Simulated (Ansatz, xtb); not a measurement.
**Two structures of BrH2MgNSi**

We compare I, a singlet given by its coordinates, with II, a singlet given by its coordinates. Both are isolated molecules in the gas phase, relaxed with PBE0-D3(BJ)/def2-SVP.

I (Å):

```yaml
atoms:
  - { symbol: Br, position_ang: [1.2259, 0.2935, -4.3721] }
  - { symbol: Mg, position_ang: [0.6914, 0.8015, -2.1367] }
  - { symbol: N, position_ang: [0.4296, 1.7898, -0.4625] }
  - { symbol: Si, position_ang: [-0.1230, 0.4189, 0.3664] }
  - { symbol: H, position_ang: [-0.4484, 0.8241, 1.8042] }
  - { symbol: H, position_ang: [0.5352, 2.7318, -0.0882] }
```

Close contacts (Å): Br1–Mg2 2.35, Mg2–N3 1.96, Mg2–Si4 2.66, N3–Si4 1.69, N3–H6 1.02, Si4–H5 1.53.

II (Å):

```yaml
atoms:
  - { symbol: Br, position_ang: [2.1351, 0.6244, -0.1825] }
  - { symbol: Mg, position_ang: [-0.1807, 0.6934, 1.1062] }
  - { symbol: N, position_ang: [1.0701, 0.5937, 2.6748] }
  - { symbol: Si, position_ang: [2.6850, 0.5327, 2.2347] }
  - { symbol: H, position_ang: [0.8603, 0.5758, 3.6728] }
  - { symbol: H, position_ang: [-1.7774, 0.7815, 0.5315] }
```

Close contacts (Å): Br1–Mg2 2.65, Br1–Si4 2.48, Mg2–N3 2.01, N3–Si4 1.67, Mg2–H6 1.70, N3–H5 1.02.

Q: Estimate which is lower in electronic energy at CCSD(T)/def2-TZVP, and by roughly how much.

A: The CCSD(T)/def2-TZVP calculation puts structure I lower, by 3.1 kcal/mol.

The same difference at several levels:

| level | geometry | E(II) − E(I) (kcal/mol) | departure from the last row (kcal/mol) | job, with rough time for the two |
| --- | --- | --- | --- | --- |
| PBE0-D3(BJ)/def2-SVP | PBE0-D3(BJ)/def2-SVP | +0.6 | −2.5 | optimisation, 2.4 min |
| HF/def2-TZVP | PBE0-D3(BJ)/def2-SVP | +4.8 | +1.7 | part of the CCSD(T) run |
| MP2/def2-TZVP | PBE0-D3(BJ)/def2-SVP | +2.8 | −0.4 | part of the CCSD(T) run |
| CCSD(T)/def2-TZVP | PBE0-D3(BJ)/def2-SVP | +3.1 |  | single point, 3 min |

The levels shown agree on the order. The largest departure from CCSD(T)/def2-TZVP is that of PBE0-D3(BJ)/def2-SVP, 2.5 kcal/mol. Levels run at GFN2-xTB geometries aren't shown.

With harmonic frequencies from PBE0-D3(BJ)/def2-SVP (ideal gas, rigid rotor, one conformer each, 298.15 K, 1 atm): on the last row, ΔE + ΔZPE = +2.0, ΔH = +2.0, ΔG = +2.6 kcal/mol.

The correlated steps freeze 16 core orbitals; the filled d shell of Br is correlated; the last core shell of Mg is correlated, in a basis made for valence electrons. Codes used: Ansatz 0.2.0; the last row on 2 threads of Intel(R) Xeon(R) Processor @ 2.50GHz (Skylake/Cascade Lake) on a shared host.
